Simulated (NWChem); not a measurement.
## H₇GeNSi in NWChem

```
Si
N 1 1.7550
H 2 1.0248 1 116.91
H 2 1.0248 3 108.91 1 135.25
H 1 1.5061 2 107.57 3 -55.20
H 1 1.5061 5 109.54 2 116.65
Ge 1 2.4118 5 108.27 6 117.87
H 7 1.5563 1 113.50 5 -59.34
H 7 1.5569 8 107.36 1 -122.86
H 7 1.5569 8 107.36 9 -114.28
```
Charge 0, spin multiplicity 1.

The numbers come from NWChem runs, not from measurements. The geometry was optimised at PBE/def2-SVP, a minimum by its harmonic frequencies. It is one conformer; others weren't searched.

The Hamiltonian is non-relativistic. The structure started from a generated list of species. The stability of the SCF solutions was not checked.

Worked example. At PBE/def2-TZVP the molecule has a total energy of -2424.96028 Ha and the free atoms (multiplicities Si 3, N 4, Ge 3, H 2) H -0.49962, Si -289.22285, Ge -2076.60177, N -54.53214 Ha. The electronic atomisation energy is the atoms' sum less the molecule's energy.

1·(-289.22285) + 1·(-54.53214) + 1·(-2076.60177) + 7·(-0.49962) = -2423.85410 Ha for the atoms; less the molecule's energy this leaves 1.10618 Ha, or 694.1 kcal/mol (2904 kJ/mol), without zero-point, thermal or spin-orbit terms.
